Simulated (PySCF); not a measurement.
CH5ClF2Si2, SMILES C[Si](F)(F)[SiH2]Cl. Atoms are numbered in the order given.

```xyz
11

C     -2.1354    -0.5676    -0.0388
Si    -0.7924     0.7016     0.1122
F     -0.6055     1.1109     1.6747
F     -1.2187     2.0675    -0.6633
Si     1.2850    -0.0191    -0.6932
Cl     1.5203    -1.9386     0.1119
H     -1.8042    -1.5145     0.4158
H     -3.0530    -0.2323     0.4707
H     -2.3725    -0.7580    -1.0977
H      2.4188     0.8351    -0.2489
H      1.2993    -0.1292    -2.1782
```

Geometry: B3LYP-D3(BJ)/def2-SVP. The structure was generated by enumeration, and PubChem lists no compound with its InChIKey, so it may never have been made. The values are those of a single conformer.

Level of theory: PySCF with TDA-ωB97X/def2-SVPD.

Vertical excitations. Gas-phase values at a fixed geometry.

Computed UV-visible absorptions:
| state | energy (eV) | λ (nm) | f | main pairs |
|---|---|---|---|---|
| S1 | 6.46 | 192 | 0.019 | HOMO→LUMO 94 % |
| S2 | 7.17 | 173 | 0.041 | HOMO→LUMO+1 86 % |
| S3 | 7.31 | 170 | 0.016 | HOMO−1→LUMO 87 % |
| S4 | 8.19 | 151 | 0.118 | HOMO→LUMO+2 40 %, HOMO−2→LUMO 31 %, HOMO→LUMO+4 8 % |
| S5 | 8.25 | 150 | 0.014 | HOMO→LUMO+2 47 %, HOMO−2→LUMO 40 % |
| S6 | 8.60 | 144 | 0.019 | HOMO−1→LUMO+1 60 %, HOMO→LUMO+4 13 %, HOMO→LUMO+3 12 % |
| S7 | 8.70 | 143 | 0.268 | HOMO→LUMO+3 37 %, HOMO−1→LUMO+1 24 %, HOMO→LUMO+4 22 % |
| S8 | 8.96 | 138 | 0.057 | HOMO→LUMO+4 33 %, HOMO→LUMO+7 17 %, HOMO−2→LUMO 9 %, HOMO−2→LUMO+1 9 % |
| S9 | 8.97 | 138 | 0.024 | HOMO−4→LUMO 25 %, HOMO−3→LUMO 21 %, HOMO−1→LUMO+2 17 %, HOMO−1→LUMO+3 16 % |
| S10 | 9.03 | 137 | 0.006 | HOMO−2→LUMO+1 39 %, HOMO−1→LUMO+2 16 %, HOMO−4→LUMO 10 %, HOMO−1→LUMO+4 9 % |
| T1 | 5.75 | 216 | 0 | HOMO→LUMO 90 % |
| T2 | 6.22 | 199 | 0 | HOMO→LUMO+1 89 % |
| T3 | 6.92 | 179 | 0 | HOMO−1→LUMO 89 % |
| T4 | 7.55 | 164 | 0 | HOMO−2→LUMO 31 %, HOMO→LUMO+2 21 %, HOMO→LUMO+3 20 %, HOMO→LUMO+5 8 % |
Triplets are in the Tamm–Dancoff approximation.
